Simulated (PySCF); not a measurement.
diselenium (Se₂), SMILES [Se]=[Se] (connectivity only; charge and spin as stated), neutral, multiplicity 3.

The structure is a stationary point at PBE-D3(BJ)/def2-TZVP.

These are PBE-D3(BJ)/def2-TZVP in PySCF values and carry that method's errors.

Frequencies are harmonic and unscaled.

Computed vibrational spectrum:
```
mode  ν (cm⁻¹)  IR (km/mol)  moving atoms (share of kinetic energy)
----  --------  -----------  --------------------------------------
1          378          0.0                                Se 100 %
```
